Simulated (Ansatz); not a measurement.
`O[SiH2][SiH2]O` and `C=C[SiH2][SiH2]O` differ in one atom or group.

Ansatz, PBE0-D4/def2-TZVP geometries, multiplicity 1. Each molecule was computed in one conformer, which needn't be the lowest.

```
                                        property  `O[SiH2][SiH2]O`
size of the dipole moment (B3LYP/def2-TZVPP) / D              2.55
               HOMO energy (PBE/def2-TZVPP) / eV             -6.72
             LUMO energy (B3LYP/def2-TZVPP) / eV             -1.08
            HOMO–LUMO gap (PBE0/def2-TZVPP) / eV              7.07
              LUMO energy (PBE0/def2-TZVPP) / eV             -0.86
           HOMO–LUMO gap (B3LYP/def2-TZVPP) / eV              6.66
```

What does the change do to each property? (An estimate is asked.)

Computed: 
| property | `C=C[SiH2][SiH2]O` | shift |
| --- | --- | --- |
| size of the dipole moment (B3LYP/def2-TZVPP) / D | 1.05 | -1.50 |
| HOMO energy (PBE/def2-TZVPP) / eV | -6.41 | 0.31 |
| LUMO energy (B3LYP/def2-TZVPP) / eV | -0.83 | 0.25 |
| HOMO–LUMO gap (PBE0/def2-TZVPP) / eV | 6.85 | -0.22 |
| LUMO energy (PBE0/def2-TZVPP) / eV | -0.64 | 0.22 |
| HOMO–LUMO gap (B3LYP/def2-TZVPP) / eV | 6.46 | -0.20 |

With PBE0 the HOMO rises by 0.44 eV and the LUMO rises by 0.22 eV, so the gap narrows by about 0.22 eV. PBE moves the HOMO by 0.31 eV and ωB97M-V by 0.44 eV. Dipoles are sizes alone; their direction can turn.

B3LYP here is the variant with VWN-RPA as its local correlation; programs differ in this.
